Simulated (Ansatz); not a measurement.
Ansatz results at the PBE0-D4/def2-TZVP geometry: LUMO energy (PBE0/def2-TZVPP) -0.44 eV; HOMO energy (PBE/def2-TZVPP) -6.00 eV; HOMO–LUMO gap (PBE0/def2-TZVPP) 6.78 eV.

Each molecule was computed in one conformer, which needn't be the lowest.

(1) Which molecule gave them?
A. `O[SiH2]C(O)O`
B. `N=C=CN`
C. `O=[C](O)[GeH3]`
D. `[OH][GeH]1[CH2][O]1`

## Answers

(1) D. The others give `O[SiH2]C(O)O`: 0.00, -6.24, 7.73; `O=[C](O)[GeH3]`: -0.57, -6.41, 7.31; `N=C=CN`: -0.38, -4.59, 5.42.
